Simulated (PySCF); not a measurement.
CH₅ClF₂Si₂, SMILES FC[Si@H](F)[SiH2]Cl.

Geometry optimised at B3LYP-D3(BJ)/def2-SVP. The structure was generated by enumeration; whether it is a known compound was not checked. Other conformers were not sampled.

Computed with TDDFT-M06-2X/def2-SVPD in PySCF.

Vertical excitations. Gas-phase values at a fixed geometry.

```csv
state,energy (eV),λ (nm),f,main pairs
S1,6.14,202,0.024,HOMO→LUMO 95 %
S2,6.30,197,0.021,HOMO→LUMO+1 93 %
S3,6.98,178,0.007,HOMO−1→LUMO 87 %
S4,7.13,174,0.006,"HOMO−2→LUMO+1 76 %, HOMO−2→LUMO 12 %"
S5,7.73,160,0.093,"HOMO−2→LUMO 56 %, HOMO→LUMO+2 12 %, HOMO−3→LUMO 9 %"
S6,7.81,159,0.036,HOMO→LUMO+2 72 %
S7,7.90,157,0.040,"HOMO−1→LUMO+1 65 %, HOMO−3→LUMO 11 %"
S8,8.07,154,0.171,"HOMO−3→LUMO 32 %, HOMO→LUMO+3 27 %, HOMO→LUMO+4 10 %, HOMO−2→LUMO 9 %"
S9,8.17,152,0.212,"HOMO→LUMO+3 43 %, HOMO−3→LUMO 30 %, HOMO−1→LUMO+1 8 %"
S10,8.35,148,0.017,"HOMO→LUMO+6 32 %, HOMO−3→LUMO+1 29 %, HOMO→LUMO+5 12 %"
T1,5.62,221,0,HOMO→LUMO 92 %
T2,5.74,216,0,HOMO→LUMO+1 89 %
T3,6.68,185,0,HOMO−1→LUMO 84 %
T4,6.74,184,0,HOMO−2→LUMO+1 73 %
```
Triplets are in the Tamm–Dancoff approximation, which puts them higher than full response would, so one can lie above its singlet here.
